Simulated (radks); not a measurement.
All-electron atom: Xe IV in [Kr] 4d10 5s2 5p2.5 6p0.5 (fractional occupations, a model configuration).

Method: Dirac Kohn-Sham, OLYP, spin-unpolarised, spherical densities, finite nucleus; open shells fill j = l - 1/2 first; Fermi nuclear charge, rms radius 4.7859 fm; computed with a radial shooting solver on a logarithmic mesh with Libxc functionals.

Energy parts (eV):
total: -202727.222
kinetic: 215369.526
electron-nucleus: -491089.630
Hartree: 78135.424
exchange-correlation: -5142.543

Orbitals (lengths in bohr, moments of r in powers of bohr):
orbital,occ.,eigenvalue (eV),<r>,small-component weight
1s1/2,2,-34378.62,0.02666,3.96e-02
2s1/2,2,-5384.164,0.1142,8.50e-03
2p1/2,2,-5061.474,0.09620,8.53e-03
2p3/2,4,-4736.915,0.1020,8.08e-03
3s1/2,2,-1131.318,0.3059,2.54e-03
3p1/2,2,-997.1756,0.2960,2.48e-03
3p3/2,4,-935.4370,0.3076,2.36e-03
3d3/2,4,-699.6053,0.2784,2.24e-03
3d5/2,6,-686.5301,0.2821,2.21e-03
4s1/2,2,-234.0934,0.7158,7.40e-04
4p1/2,2,-186.5197,0.7443,6.77e-04
4p3/2,4,-174.1716,0.7718,6.39e-04
4d3/2,4,-97.0943,0.8634,5.00e-04
4d5/2,6,-95.0804,0.8738,4.90e-04
5s1/2,2,-52.1952,1.730,1.57e-04
5p1/2,2,-39.8730,1.935,1.26e-04
5p3/2,0.5,-38.0967,2.002,1.19e-04
6p1/2,0.5,-15.7403,4.296,3.49e-05
6p3/2,0,-15.3294,4.410,3.35e-05

The highest occupied level is 6p1/2 at -15.740 eV. The electron density at the nucleus is 2.716e+05 e/bohr^3. Summed over all electrons, <r^2> = 43.49 bohr^2, which gives a Langevin (diamagnetic) susceptibility term of -34.4 x 10^-6 cm^3/mol.
